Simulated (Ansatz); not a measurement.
Relaxing a trial structure of ClHOSn

The starting geometry of this gas-phase singlet was optimised with GFN2-xTB.

```xyz
4

Cl   -1.3295   -0.8128   -0.1115
O     0.9925    1.4597   -0.4112
Sn    1.4517   -0.2181   -0.9378
H    -1.2580    0.4273    0.1349
```

**Question.** Where would you expect an optimisation with PBE0-D4/def2-TZVP to take it?

**Answer.** It rearranges to `[OH][Sn][Cl]`. Contacts that open: Cl1–H4 (1.27 → 3.02 Å). Contacts that close: Cl1–Sn3 (2.96 → 2.39 Å), O2–H4 (2.54 → 0.96 Å).

The energy falls by 2.58 eV over 15 steps:

```
step  E − E(last) (eV)
   1             2.584
   3             2.410
   4             2.313
   6             2.017
   7             1.385
   9             0.303
  10             0.165
  12             0.003
  13             0.000
  15             0.000
```

Final geometry (Å):

```xyz
4

Cl   -1.2018   -1.4308   -0.3144
O     0.5114    1.3305   -0.2519
Sn    0.9206   -0.4901   -0.8680
H    -0.3735    1.4465    0.1087
```

The end wasn't checked by frequencies. Atoms past krypton carry core potentials, without spin–orbit terms. Run with Ansatz 0.2.0, 28 s on 2 threads of Arm Neoverse V1 (shared host).
